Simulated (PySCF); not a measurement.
C2H3F3O, SMILES OCC(F)(F)F.

Geometry optimised at B3LYP-D3(BJ)/def2-SVP. One conformer was computed; it need not be the lowest.

All values below come from PySCF with PBE/def2-TZVP.

```json
{
 "total_energy": "-452.51744 hartree",
 "highest_occupied_level": "-7.07 eV",
 "lowest_empty_level": "-0.06 eV",
 "orbital_gap": "7.00 eV",
 "dipole_moment": "1.53 D",
 "quadrupole, principal values (traceless, Buckingham form, about the centre of nuclear charge)": "-6.21, 1.18, 5.03 D·Å",
 "mean_static_polarisability": "32.5 bohr³ (4.81 Å³)",
 "polarisability_principal_values": "31.0, 31.8, 34.7 bohr³"
}
```
